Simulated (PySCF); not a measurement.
A GIAO shielding run with PySCF 2.14 (density fitting, non-relativistic, gas phase) on `InChI=1S/C8H16N2/c1-4-6-10-8(2)5-7-9(10)3/h4,8H,1,5-7H2,2-3H3/t8-/m1/s1`:

```
$ OMP_NUM_THREADS=1 python probes_run.py task.json out

{"job": {"kind": "nmr", "xc": "PBE0", "basis": "pcSseg-1"}, "charge": 0, "multiplicity": 1}
C      3.540206    -0.971100     0.487882
C      2.373478    -0.903853    -0.123565
C      1.544743     0.337233    -0.230998
N      0.196052     0.099420     0.261904
C     -0.651019     1.303592     0.270300
C     -0.948421     1.724216     1.705373
C     -1.910833     0.924914    -0.525920
C     -1.419101    -0.272711    -1.345780
N     -0.446879    -0.934086    -0.486317
C     -1.040327    -1.903171     0.418331
H      4.110893    -1.883354     0.527544
H      3.981318    -0.113729     0.970263
H      1.939933    -1.771339    -0.600000
H      1.980325     1.134750     0.376279
H      1.538177     0.666043    -1.287500
H     -0.130614     2.126603    -0.241535
H     -0.022370     1.960033     2.223278
H     -1.441058     0.915785     2.239474
H     -1.590840     2.602025     1.715390
H     -2.712760     0.622708     0.149058
H     -2.269167     1.742269    -1.147488
H     -0.900496     0.070609    -2.247352
H     -2.212835    -0.958803    -1.636258
H     -0.266679    -2.228690     1.110285
H     -1.378812    -2.758163    -0.166104
H     -1.883960    -1.508587     0.997843
```

Hardware: 1 thread of an Intel Xeon 6975P-C, shared host. The job also computes population analyses, field gradients, ring-centre shieldings.

Task: How large is the calculation?

Result: 78 electrons, 250 basis functions and 1280 auxiliary functions.

Task: How long does it take, and how much memory does it need?

Result: 44 s of wall time, with 13 SCF cycles and 4 response iterations; peak memory 1.1 GiB. Times on a shared host scatter by some tens of per cent.
